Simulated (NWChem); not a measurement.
Species: CrO$_{2}$Cl cation; SMILES [O]=[Cr+]([Cl])=[O]

Computed with NWChem. Pople sets run with spherical d functions. This spin state was assumed; another may lie lower. Each level has its own optimisation; frequencies are unscaled.

| level | r Cr–O (Å) | r Cl–Cr (Å) | highest harmonic frequency (cm⁻¹) | lowest (cm⁻¹) | zero-point energy (kcal/mol) |
|---|---|---|---|---|---|
| Hartree-Fock/6-31G* | 1.473 | 2.051 | 1239 | 222 | 5.3 |
| Hartree-Fock/STO-3G | 1.415 | 2.052 | 1688 | 204 | 7.2 |
| PBE-D3(BJ)/def2-SVP | ? | ? | ? | ? | 5.2 |

Q: Fill in the missing entries.

A: 
- PBE-D3(BJ)/def2-SVP, r Cr–O (Å): 1.542
- PBE-D3(BJ)/def2-SVP, r Cl–Cr (Å): 2.081
- PBE-D3(BJ)/def2-SVP, highest harmonic frequency (cm⁻¹): 1104
- PBE-D3(BJ)/def2-SVP, lowest (cm⁻¹): 246
